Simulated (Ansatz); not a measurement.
Consider the cleavage of the Si–B bond: `[CH3][Al]([CH3])[BH][SiH3]` + `O[Si]1(O)CO1` → `O[Si]1(O[SiH3])CO1` + `[BH2][Al]([CH3])[CH3]`.

Isolated molecules relaxed with PBE0-D4/def2-TZVP in Ansatz; ΔE leaves out vibrations. CCSD(T)/CBS is the MP2 limit (def2-TZVPP, def2-QZVPP) plus CCSD(T) − MP2 in def2-TZVPP, frozen cores. DFT in def2-TZVPP. Each species was taken in one conformer, which may not be the lowest.

```tsv
level	ΔE (kJ/mol)	difference from CCSD(T)/CBS
r2SCAN-D4	-96.6	9.7
PBE	-78.3	28.0
PBE0	-88.4	17.9
HF/def2-TZVPP	-135.2	-28.9
SCS-MP2/def2-TZVPP	-118.4	-12.1
CCSD(T)/def2-TZVPP	-105.8	0.5
SCS-MP2/def2-QZVPP	-119.4	-13.1
HF/CBS(def2)	-138.2	-31.9
MP2/CBS(def2)	-113.5	-7.2
CCSD/CBS(def2)	-110.4	-4.1
CCSD(T)/CBS	-106.3	0
```

Largest T1 diagnostic among the species: 0.012.

From PBE to PBE0 (25 % exact exchange), in def2-TZVPP and without D4, ΔE moves by −10.0 kJ/mol. In def2-TZVPP, CCSD(T) changes the Hartree–Fock value by +29.4 kJ/mol (the triples alone add +4.1 kJ/mol) and MP2 by +22.3 kJ/mol.
